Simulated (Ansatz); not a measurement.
C3H5Al (`C=[C]1[CH2][AlH]1`), relaxed with RKS PBE0-D4/def2-TZVP in the Gaussian-basis code of Ansatz from a PBE-D4/def2-SVP geometry. The force threshold is 0.005 eV/Å; the program also tests the step.

Charge 0, multiplicity 1.

Start:

```xyz
9

C     0.203   -0.048   -1.635
C     0.271    0.170   -0.307
C    -0.087   -0.747    0.873
Al   -0.207    1.171    1.237
H     0.000   -1.056   -2.052
H     0.349    0.767   -2.365
H     0.816   -1.142    1.394
H    -0.825   -1.563    0.724
H    -0.520    2.449    2.131
```

```tsv
step	energy (eV)	largest force (eV/Å)	largest move (Å)
1	-9780.9498	0.570	0.000
2	-9780.9923	0.290	0.034
3	-9780.9940	0.179	0.047
4	-9780.9979	0.091	0.036
5 (rejected)	-9780.9964	0.104	0.038
6	-9780.9986	0.047	0.012
7	-9780.9988	0.071	0.028
8	-9780.9994	0.037	0.012
9	-9780.9996	0.018	0.009
10	-9780.9997	0.011	0.010
11 (rejected)	-9780.9996	0.021	0.005
12	-9780.9997	0.005	0.002
13 (rejected)	-9780.9997	0.021	0.006
14	-9780.9997	0.002	0.003
```

End:

```xyz
9

C     0.205   -0.054   -1.616
C     0.225    0.201   -0.315
C    -0.089   -0.731    0.871
Al   -0.221    1.154    1.240
H     0.069   -1.064   -2.005
H     0.328    0.735   -2.352
H     0.818   -1.153    1.320
H    -0.837   -1.510    0.726
H    -0.498    2.422    2.133
```

Hardware: 2 threads of an Arm Neoverse V1 on a shared host. Wall time 51 s, peak host memory 0.32 GiB.
